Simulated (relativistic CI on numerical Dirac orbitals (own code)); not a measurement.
Cu6+: calculation against measurement

Computed by Dirac-Coulomb-Breit CI, orbitals from a KLI potential per configuration, model QED, valence Slater integrals scaled by 0.9, P86 correlation estimate, and configurations built on the next ion tied to the tabulated ionisation energy (semi-empirical) (own radial code, finite nucleus).

CI space (outside the closed core [Ne]): 3s²3p⁶3d⁵, 3s²3p⁶3d⁴4s, 3s²3p⁶3d⁴4p, 3s²3p⁶3d⁴4d, 3s²3p⁶3d⁴5s, 3s²3p⁶3d⁴4f, 3s²3p⁵3d⁶, 3s²3p⁴3d⁷, 3s3p⁶3d⁶, 3s²3p⁶3d⁴5p, 3s²3p⁶3d⁴5d, 3s²3p⁶3d³4s², 3s²3p⁶3d⁴5f, 3s²3p⁶3d⁴5g, 3s²3p⁶3d³4s4p, 3p⁶3d⁷, 3s²3p⁵3d⁵4s, 3s²3p⁶3d³4p², 3s²3p⁶3d³4s4d, 3s²3p⁵3d⁵4p, 3s²3p⁶3d³4p4d, 3s3p⁵3d⁷, 3s²3p⁵3d⁵4d. Levels of other configurations are missing.

| Configuration | Term (tabulated) | J | Measured (cm⁻¹) | Computed | Error | Purity (%) |
| --- | --- | --- | --- | --- | --- | --- |
| 3s²3p⁶3d⁵ | 6S | 5/2 | 0.0 | 0 | 0 | 99 |
| 3s²3p⁶3d⁵ | 4G | 11/2 | 46442.7 | 46552 | 110 | 99 |
| 3s²3p⁶3d⁵ | 4G | 5/2 | 46515.3 | 46602 | 86 | 98 |
| 3s²3p⁶3d⁵ | 4G | 9/2 | 46575.0 | 46692 | 117 | 99 |
| 3s²3p⁶3d⁵ | 4G | 7/2 | 46578.2 | 46685 | 107 | 99 |
| 3s²3p⁶3d⁵ | 4P | 5/2 | 50731.7 | 47825 | -2907 | 91 |
| 3s²3p⁶3d⁵ | 4P | 3/2 | 51066.6 | 48113 | -2954 | 94 |
| 3s²3p⁶3d⁵ | 4P | 1/2 | 51406.6 | 48351 | -3056 | 97 |
| 3s²3p⁶3d⁵ | 4D | 7/2 | 55742.2 | 54740 | -1002 | 98 |
| 3s²3p⁶3d⁵ | 4D † | 1/2 | 56209.9 | 55160 | -1050 | 98 |
| 3s²3p⁶3d⁵ | 4D † | 5/2 | 56427.2 | 55225 | -1202 | 92 |
| 3s²3p⁶3d⁵ | 4D | 3/2 | 56428.5 | 55266 | -1162 | 94 |
| 3s²3p⁶3d⁵ | 2I | 11/2 | 67757.3 | 68643 | 885 | 96 |
| 3s²3p⁶3d⁵ | 2I | 13/2 | 67917.9 | 68866 | 948 | 100 |
| 3s²3p⁶3d⁵ | 2D | 3/2 | 72226.8 | 69031 | -3195 | 92 |
| 3s²3p⁶3d⁵ | 2F | 7/2 | 74407.6 | 71297 | -3110 | 95 |
| 3s²3p⁶3d⁵ | 4F † | 9/2 | 75930.5 | 73805 | -2125 | 95 |
| 3s²3p⁶3d⁵ | 4F † | 5/2 | 76019.0 | 74712 | -1307 | 61 |
| 3s²3p⁶3d⁵ | 4F † | 7/2 | 76349.1 | 74105 | -2244 | 94 |
| 3s²3p⁶3d⁵ | 4F | 3/2 | 76886.0 | 74599 | -2287 | 92 |
| 3s²3p⁶3d⁵ | 2H | 9/2 | 80717.0 | 79153 | -1564 | 80 |
| 3s²3p⁶3d⁵ | 2H | 11/2 | 81954.4 | 80225 | -1729 | 96 |
| 3s²3p⁶3d⁵ | 2G | 7/2 | 82745.5 | 81895 | -850 | 98 |
| 3s²3p⁶3d⁵ | 2G | 9/2 | 83910.4 | 82799 | -1112 | 77 |
| 3s²3p⁶3d⁵ | 2F | 7/2 | 88279.7 | 86748 | -1532 | 97 |
| 3s²3p⁶3d⁵ | 2S | 1/2 | 95875.4 | 93505 | -2370 | 99 |
| 3s²3p⁶3d⁵ | 2D | 3/2 | 106957.0 | 103275 | -3682 | 99 |
| 3s²3p⁶3d⁵ | 2G | 9/2 | 119534.0 | 117043 | -2491 | 99 |
| 3s²3p⁶3d⁵ | 2G | 7/2 | 119605.4 | 117122 | -2484 | 99 |
| 3s²3p⁶3d⁵ | 2P | 3/2 | 143933.7 | 140056 | -3878 | 97 |
| 3s²3p⁶3d⁵ | 2P | 1/2 | 144077.2 | 140208 | -3869 | 99 |
| 3s²3p⁶3d⁵ | 2D | 3/2 | 156373.6 | 150602 | -5771 | 97 |
| 3s²3p⁶3d⁴4p | 6P° | 3/2 | 497624.0 | 500922 | 3298 | 90 |
| 3s²3p⁶3d⁴4p | 6P° | 5/2 | 497863.0 | 501141 | 3278 | 93 |
| 3s²3p⁶3d⁴4p | 6P° | 7/2 | 498317.0 | 501578 | 3261 | 97 |
| 3s²3p⁶3d⁴4p | 4P° | 1/2 | 498775.0 | 502661 | 3886 | 69 |
| 3s²3p⁶3d⁴4p | 4P° | 3/2 | 500706.0 | 504483 | 3777 | 56 |
| 3s²3p⁶3d⁴4p | 6D° | 5/2 | 502909.0 | 506690 | 3781 | 56 |
| 3s²3p⁶3d⁴4p | 6D° | 1/2 | 504338.0 | 508111 | 3773 | 69 |
| 3s²3p⁶3d⁴4p | 6D° | 3/2 | 504729.0 | 508483 | 3754 | 62 |
| 3s²3p⁶3d⁴4p | 4P° | 5/2 | 505447.0 | 509146 | 3699 | 58 |
| 3s²3p⁶3d⁴4p | 4F° | 3/2 | 508524.0 | 512430 | 3906 | 98 |
| 3s²3p⁶3d⁴4p | 4F° | 5/2 | 508877.0 | 512780 | 3903 | 96 |
| 3s²3p⁶3d⁴4p | 4F° | 7/2 | 509418.0 | 513305 | 3887 | 92 |
| 3s²3p⁶3d⁴4p | 4F° | 9/2 | 510250.0 | 514112 | 3862 | 84 |
| 3s²3p⁶3d⁴4p | 4D° | 1/2 | 517847.0 | 521850 | 4003 | 97 |
| 3s²3p⁶3d⁴4p | 4D° | 3/2 | 518282.0 | 522277 | 3995 | 97 |
| 3s²3p⁶3d⁴4p | 4D° | 5/2 | 518863.0 | 522853 | 3990 | 97 |
| 3s²3p⁶3d⁴4p | 4D° | 7/2 | 519415.0 | 523419 | 4004 | 97 |
| 3s²3p⁶3d⁴4p | 4H° | 7/2 | 528494.0 | 530658 | 2164 | 94 |
| 3s²3p⁶3d⁴4p | 4H° | 9/2 | 529027.0 | 531182 | 2155 | 89 |
| 3s²3p⁶3d⁴4p | 4H° | 11/2 | 529891.0 | 531960 | 2069 | 88 |
| 3s²3p⁶3d⁴4p | 4H° | 13/2 | 531047.0 | 532991 | 1944 | 89 |
| 3s²3p⁶3d⁴4p | 4I° | 9/2 | 533103.0 | 535499 | 2396 | 65 |
| 3s²3p⁶3d⁴4p | 4P° | 3/2 | 536229.0 | 541583 | 5354 | 91 |

Measured levels from measured levels as listed in Gamrath, thesis, University of Mons (2023); pairs were made by configuration, J and term (by order where the table uses no LS term), so strongly mixed levels may be paired wrongly.

Mean error by configuration (cm⁻¹): 3s²3p⁶3d⁵ -1875; 3s²3p⁶3d⁴4p 3484. Over the excited levels the mean absolute error is 2722 cm⁻¹ (54 of the 69 excited levels that our extract of the source holds in range could be paired, and the others can miss by more), and the median relative error of those above 1,000 cm⁻¹ is 0.77 %. † marks terms whose computed intervals miss the measured ones by more than a factor of 2.5, or configurations far off the rest, from wrong mixing, a near crossing or a doubtful label or measurement; they are left out of the means.
